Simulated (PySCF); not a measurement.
Job file and geometry (Å, from GFN2-xTB) of an NMR shielding run on `C=CC[Si@@H]1CC(C#N)=N1`, C6H8N2Si, GIAO PBE0/pcSseg-1 NMR shielding, non-relativistic, gas phase in PySCF 2.14.0, density-fitted response routines; density fitting, a coarse starting grid and PySCF grid level 2 are the driver's defaults:

```
$ OMP_NUM_THREADS=1 python probes_run.py task.json out

{"job": {"kind": "nmr", "xc": "PBE0", "basis": "pcSseg-1"}, "charge": 0, "multiplicity": 1}
C     -2.325887     1.034020    -0.333743
C     -1.543542     0.124282    -0.885866
C     -1.287730    -1.227360    -0.309993
Si     0.447995    -1.341616     0.459417
C      1.078059     0.199217     1.444158
C      2.007952     0.288002     0.269832
C      2.999227     1.278915     0.101571
N      3.788535     2.107441     0.022761
N      1.764998    -0.669190    -0.553378
H     -2.859802     0.839845     0.582966
H     -2.476732     2.003465    -0.776627
H     -1.015211     0.341953    -1.804654
H     -1.359260    -1.981896    -1.092402
H     -2.031776    -1.464453     0.449211
H      0.779757    -2.637041     1.038124
H      1.595878     0.047990     2.388205
H      0.430541     1.068455     1.536741
```

Problem. What does the program print?

Solution. 
```
coarse grid: 15224 points
cycle   1  E = -631.6493914266  dE =  1.320e+00  |g| = 6.431e-01  |ddm| = 3.992e+00
cycle   2  E = -631.4544964152  dE =  1.949e-01  |g| = 1.164e+00  |ddm| = 1.765e+00
cycle   3  E = -631.7407818300  dE = -2.863e-01  |g| = 2.145e-01  |ddm| = 1.187e+00
cycle   4  E = -631.7506471913  dE = -9.865e-03  |g| = 6.516e-02  |ddm| = 2.133e-01
cycle   5  E = -631.7512776978  dE = -6.305e-04  |g| = 3.859e-02  |ddm| = 7.472e-02
cycle   6  E = -631.7516166047  dE = -3.389e-04  |g| = 5.160e-03  |ddm| = 4.030e-02
cycle   7  E = -631.7516226786  dE = -6.074e-06  |g| = 1.769e-03  |ddm| = 6.955e-03
final grid: 144136 points
cycle   8  E = -631.8026135344  dE = -3.458e-05  |g| = 7.606e-03  |ddm| = 2.963e-02
cycle   9  E = -631.8026088329  dE =  4.701e-06  |g| = 8.817e-03  |ddm| = 1.470e-02
cycle  10  E = -631.8026280240  dE = -1.919e-05  |g| = 1.308e-03  |ddm| = 7.900e-03
cycle  11  E = -631.8026283458  dE = -3.218e-07  |g| = 5.660e-04  |ddm| = 1.316e-03
cycle  12  E = -631.8026284131  dE = -6.723e-08  |g| = 1.385e-04  |ddm| = 5.245e-04
cycle  13  E = -631.8026284168  dE = -3.787e-09  |g| = 6.093e-05  |ddm| = 1.515e-04
cycle  14  E = -631.8026284177  dE = -8.633e-10  |g| = 1.598e-05  |ddm| = 6.006e-05
converged SCF energy = -631.8026284177

GIAO shielding tensors (ppm)
atom      isotropic    diamagn.    paramagn.     s11        s22        s33       span
  0 C       62.957     254.646    -191.689    -51.310     82.667    157.513    208.822
  1 C       48.067     257.899    -209.831    -73.477     52.449    165.230    238.707
  2 C      160.851     253.958     -93.107    146.537    155.346    180.670     34.133
  3 Si     341.234     879.729    -538.496    283.724    361.058    378.919     95.195
  4 C      151.043     255.902    -104.859    121.956    139.871    191.302     69.346
  5 C        3.743     260.267    -256.523   -133.984     22.509    122.705    256.689
  6 C       68.106     259.658    -191.552    -49.344    -38.196    291.860    341.204
  7 N      -52.349     339.995    -392.345   -211.714   -176.796    231.461    443.175
  8 N     -238.933     326.855    -565.788   -738.766   -197.808    219.774    958.539
  9 H       26.296      31.664      -5.368     22.419     26.090     30.378      7.959
 10 H       26.281      30.461      -4.180     23.001     25.744     30.099      7.099
 11 H       25.665      33.204      -7.539     23.847     25.139     28.010      4.163
 12 H       29.336      29.701      -0.365     25.451     27.418     35.138      9.687
 13 H       29.891      31.234      -1.343     26.309     28.809     34.555      8.246
 14 H       26.172      28.422      -2.250     23.279     24.598     30.639      7.359
 15 H       29.198      30.752      -1.555     26.601     27.709     33.283      6.683
 16 H       28.995      33.381      -4.386     25.712     29.789     31.484      5.772
```

Size and cost of the density-fitted run: 200 basis functions, 32 s wall time on 1 thread of an Intel Xeon Platinum 8488C, shared host; peak memory 0.89 GiB.
